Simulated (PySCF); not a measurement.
Compound: C9H12.
SMILES with atom numbers: `[CH:1]#[C:2][C@H:3]1[CH2:4][CH:5]=[CH:6][CH2:7][CH2:8][CH2:9]1` (hydrogens: H10 on C1; H11 on C3; H12, H13 on C4; H14 on C5; H15 on C6; H16, H17 on C7; H18, H19 on C8; H20, H21 on C9)

Theory: PySCF 2.14.0, PBE0-D3(BJ)/def2-SVP geometry optimisation, gas phase.

(1) What internal coordinates does the optimisation give?

Answers

(1) 
```json
{"bond": "C1≡C2", "length (Å)": "1.212", "order": "triple"}
{"bond": "C2–C3", "length (Å)": "1.463", "order": "single"}
{"bond": "C3–C4", "length (Å)": "1.543", "order": "single"}
{"bond": "C4–C5", "length (Å)": "1.502", "order": "single"}
{"bond": "C5=C6", "length (Å)": "1.337", "order": "double"}
{"bond": "C6–C7", "length (Å)": "1.502", "order": "single"}
{"bond": "C7–C8", "length (Å)": "1.529", "order": "single"}
{"bond": "C8–C9", "length (Å)": "1.523", "order": "single"}
{"bond": "C3–C9", "length (Å)": "1.537", "order": "single"}
{"bond": "C1–H10", "length (Å)": "1.074", "order": "single"}
{"bond": "C3–H11", "length (Å)": "1.106", "order": "single"}
{"bond": "C4–H12", "length (Å)": "1.106", "order": "single"}
{"bond": "C4–H13", "length (Å)": "1.099", "order": "single"}
{"bond": "C5–H14", "length (Å)": "1.095", "order": "single"}
{"bond": "C6–H15", "length (Å)": "1.096", "order": "single"}
{"bond": "C7–H16", "length (Å)": "1.101", "order": "single"}
{"bond": "C7–H17", "length (Å)": "1.107", "order": "single"}
{"bond": "C8–H18", "length (Å)": "1.104", "order": "single"}
{"bond": "C8–H19", "length (Å)": "1.103", "order": "single"}
{"bond": "C9–H20", "length (Å)": "1.105", "order": "single"}
{"bond": "C9–H21", "length (Å)": "1.102", "order": "single"}
```

Orders are formal, as drawn. A selection of angles:
```json
{"angle": "C2–C1–H10", "degrees": "179.7"}
{"angle": "C1–C2–C3", "degrees": "178.8"}
{"angle": "C2–C3–C4", "degrees": "109.7"}
{"angle": "C2–C3–C9", "degrees": "109.5"}
{"angle": "C2–C3–H11", "degrees": "107.5"}
{"angle": "C4–C3–C9", "degrees": "114.1"}
{"angle": "C4–C3–H11", "degrees": "107.6"}
{"angle": "C9–C3–H11", "degrees": "108.2"}
{"angle": "C3–C4–C5", "degrees": "115.2"}
{"angle": "C3–C4–H12", "degrees": "107.8"}
{"angle": "C3–C4–H13", "degrees": "108.1"}
{"angle": "C5–C4–H12", "degrees": "110.2"}
{"angle": "C5–C4–H13", "degrees": "109.3"}
{"angle": "H12–C4–H13", "degrees": "105.8"}
{"angle": "C4–C5–C6", "degrees": "125.8"}
{"angle": "C4–C5–H14", "degrees": "116.4"}
{"angle": "C6–C5–H14", "degrees": "117.8"}
{"angle": "C5–C6–C7", "degrees": "125.4"}
{"angle": "C5–C6–H15", "degrees": "117.7"}
{"angle": "C7–C6–H15", "degrees": "116.9"}
{"angle": "C6–C7–C8", "degrees": "115.0"}
{"angle": "C6–C7–H16", "degrees": "109.0"}
{"angle": "C6–C7–H17", "degrees": "109.4"}
{"angle": "C8–C7–H16", "degrees": "108.8"}
{"angle": "C8–C7–H17", "degrees": "108.6"}
{"angle": "H16–C7–H17", "degrees": "105.6"}
{"angle": "C7–C8–C9", "degrees": "115.7"}
{"angle": "C7–C8–H18", "degrees": "109.1"}
{"angle": "C7–C8–H19", "degrees": "108.3"}
{"angle": "C9–C8–H18", "degrees": "109.7"}
{"angle": "C9–C8–H19", "degrees": "107.4"}
{"angle": "H18–C8–H19", "degrees": "106.1"}
{"angle": "C8–C9–H20", "degrees": "109.7"}
{"angle": "C8–C9–H21", "degrees": "108.7"}
{"angle": "C3–C9–C8", "degrees": "116.3"}
{"angle": "C3–C9–H20", "degrees": "108.1"}
{"angle": "C3–C9–H21", "degrees": "107.8"}
{"angle": "H20–C9–H21", "degrees": "105.9"}
```

Dihedral angles: C2–C3–C4–C5 -164° (antiperiplanar); C3–C4–C5–C6 -57° (synclinal); C4–C5–C6–C7 1° (synperiplanar); C5–C6–C7–C8 56° (synclinal); C6–C7–C8–C9 -73° (synclinal); C7–C8–C9–C3 66° (synclinal); C2–C3–C9–C8 172° (antiperiplanar).

Of the pairs four or more bonds apart, H12···H20 is among the closest relative to their van der Waals radii: 2.51 Å, 104 % of the sum of Bondi's values. The C–C distances run from 1.212 Å (C1≡C2, drawn triple) to 1.543 Å (C3–C4, drawn single), a spread of 0.331 Å. The 7-membered ring C3–C4–C5–C6–C7–C8–C9 has internal angles of 114.1° to 125.8°; it is puckered, 0.26 Å rms from its mean plane, widest ring torsion 73°.

Point group: C1 (no symmetry element, even within 0.4 Å). Not checked by PBE0-D3(BJ)/def2-SVP frequencies. One conformer, not necessarily the lowest.

The run took about 6 min of CPU time (one thread, shared machine). This is the geometry optimisation.
